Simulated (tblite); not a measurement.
C₄H₉Ga.
Cartesian coordinates in Å at the GFN2-xTB level; atoms count from 1:
```
atom  x, y, z in Å
C1     1.3953   -1.2706    0.7470
C2     0.5522   -0.4422    0.1387
Ga3    1.3873    1.3409   -0.3189
C4    -0.8919   -0.7706   -0.1281
C5    -1.7035    0.5137   -0.2625
H6     2.4282   -0.9704    0.9100
H7     1.1257   -2.2586    1.0968
H8     0.7308    2.6151   -0.9994
H9     2.9197    1.4652    0.0669
H10   -1.2955   -1.3972    0.6734
H11   -0.9595   -1.3424   -1.0594
H12   -2.7605    0.3015   -0.4100
H13   -1.5904    1.1216    0.6394
H14   -1.3383    1.0936   -1.1162
```

All values are computed: GFN2-xTB (tblite) harmonic vibrations without scaling, gas phase. The method is semi-empirical: single wavenumbers can be off by several per cent or more. Modes of hydrogen on gallium can be 10 to 20 % off. One conformer, not necessarily the lowest. The optimisation stopped once no atom felt more than 0.01 eV/Å.

Lowest wavenumbers of the output (negative numbers stand for imaginary wavenumbers):
```
mode    cm-1
  1     -23.1
  2     149.4
  3     162.3
  4     220.8
  5     249.3
  6     291.9
  7     374.7
  8     436.0
  9     458.9
 10     503.5
 11     673.7
 12     711.7
 13     823.4
 14     890.7
 15     897.6
```

Q: Is this structure a minimum?

A: Not by this Hessian. 1 mode is imaginary beyond 20i (23i cm⁻¹), so at this level the point lies at or near a first-order saddle. The curvature is small, so loose convergence or finite differences may be the whole cause.

Q: Which atoms move in the imaginary mode?

A: 23i: C5 (methyl carbon) 19 %, C4 (allylic carbon) 17 %, C1 (terminal =CH2 carbon) 12 %, H13 (methyl hydrogen) 11 %. These are shares of the mass-weighted motion.

Q: What is the remedy?

A: Step along that mode in both directions, optimise again with tighter thresholds and repeat the frequencies. The zero-point energy of this point (66.4 kcal/mol) counts the 35 real modes alone, and thermal corrections from it aren't those of a minimum.

The run took 0.53 s of wall time on Intel Xeon Platinum 8259CL at 2.50 GHz, one thread, shared host with 96 logical CPUs at a one-minute load of 49. This covers the Hessian and the dipole derivatives.
